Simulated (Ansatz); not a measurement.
# Ligand exchange: GeH3Cl + C3H7I → GeH3I + C3H7Cl

Species: GeH3Cl (chlorogermane) `[Cl][GeH3]`, singlet; C3H7I (1-iodopropane) `CCCI`, singlet; GeH3I `[GeH3][I]`, singlet; C3H7Cl (1-chloropropane) `CCCCl`, singlet. The partners trade Cl for I: Ge–Cl and C–I bonds give way to Ge–I and C–Cl.

Shapes, held fixed at every level: PBE0-D4/def2-TZVP. Flexible molecules stand in one conformer, not always the lowest. Programs: Ansatz 0.2.0. Electronic energies: no zero-point or thermal term.

Question: Estimate ΔE of this reaction.

Answer: The highest level, CCSD(T)/def2-TZVPP, gives ΔE = +9.3 kJ/mol; the levels span -0.8 to +10.5. They disagree on the sign: 6 of 7 are positive. The column of differences is taken from that level and isn't an error. No measured value is set beside it here. For atoms past krypton def2 sets carry core potentials with scalar relativity. Relativity is left out for Ge unless named. Correlated rows may include outer-core shells of Ge, I, which these sets cover unevenly. Times are processor times on shared x86 and Arm servers, and rough.

| level | kind | ΔE (kJ/mol) | less CCSD(T)/def2-TZVPP | CPU time (sum over the molecules) |
| --- | --- | --- | --- | --- |
| HF/def2-TZVPP | Hartree–Fock | -0.8 | -10.1 | – |
| r2SCAN-D4/def2-TZVPP | meta-GGA | +3.0 | -6.3 | 28 s |
| PBE0-D4/def2-TZVPP | global hybrid | +0.3 | -9.0 | 18 s |
| wB97X-V/def2-TZVPP | range-separated hybrid | +2.2 | -7.1 | 44 s |
| B2PLYP/def2-TZVPP | double hybrid | +5.1 | -4.2 | 40 s |
| MP2/def2-TZVPP | perturbation theory | +10.5 | +1.2 | – |
| CCSD(T)/def2-TZVPP | coupled cluster or CI | +9.3 | 0.0 | 9.6 min |
